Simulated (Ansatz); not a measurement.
CH3BrFSi (`C[Si](F)Br`) radical. The species carries charge 0 and has multiplicity 2. Geometry: relaxed with PBE0-D4/def2-TZVP.

```xyz
7

C     0.139    0.440    0.732
Si   -0.623   -0.109   -0.876
F     0.340    0.357   -2.066
Br   -0.744   -2.330   -0.943
H    -0.468    0.102    1.573
H     1.141    0.011    0.819
H     0.214    1.529    0.760
```

Problem. What is the dipole moment at r2SCAN/def2-TZVPP? (An estimate is asked.)

Solution. Computed: 2.11 D, with components (-0.02, 1.15, 1.77) D in this frame, pointing from negative to positive charge.

Problem. And with PBE, B3LYP, ωB97M-V? (An estimate is asked.)

Solution. Computed: PBE 2.04 D, B3LYP 2.11 D, ωB97M-V 2.14 D.

Problem. Give the Mulliken charges with r2SCAN, ωB97M-V, PBE in def2-TZVPP. (Estimate.)

Solution. The calculation gave: 
| atom | r2SCAN | ωB97M-V | PBE |
| --- | --- | --- | --- |
| C1 | -0.29 | -0.41 | -0.35 |
| Si2 | 0.54 | 0.49 | 0.44 |
| F3 | -0.30 | -0.28 | -0.26 |
| Br4 | -0.22 | -0.19 | -0.19 |
| H5 | 0.09 | 0.13 | 0.12 |
| H6 | 0.09 | 0.13 | 0.12 |
| H7 | 0.09 | 0.13 | 0.12 |

B3LYP here is the variant with VWN-RPA as its local correlation; programs differ in this.
